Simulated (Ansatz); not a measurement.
The cluster Ba₂O⁺, relaxed as a doublet with UKS PBE0-D4/def2-TZVP in Ansatz, starting from the GFN1-xTB geometry. Force threshold 0.02 eV/Å.

In the def2 sets Ba takes a core potential; there is no spin–orbit coupling. The relaxation made no stability test and no search for a lower SCF solution. The structure comes from a short search, and lower isomers may exist.

Start:

```xyz
3

Ba   -0.5464   -1.7765    0.7438
Ba    1.0440    1.4202   -0.9492
O    -0.4976    0.3563    0.2055
```

```json
{"step": "1", "energy (eV)": "-3430.6840", "largest force component (eV/Å)": "0.534", "SCF passes": "18"}
{"step": "2", "energy (eV)": "-3430.7546", "largest force component (eV/Å)": "0.081", "SCF passes": "28"}
{"step": "3", "energy (eV)": "-3430.7598", "largest force component (eV/Å)": "0.055", "SCF passes": "25"}
{"step": "4", "energy (eV)": "-3430.7619", "largest force component (eV/Å)": "0.017", "SCF passes": "24"}
```

Force components are those of the run's own axes.

End:

```xyz
3

Ba   -0.678   -1.785    0.823
Ba    0.987    1.563   -0.950
O    -0.309    0.221    0.128
```

By distances, no bond broke or formed. The bond that changes most is Ba2–O3, from 2.20 to 2.15 Å (atoms count from 1).

No frequencies were taken in this run, so the end may be a saddle point.

It took 6 s on 4 threads of Arm Neoverse V1 on a shared host.
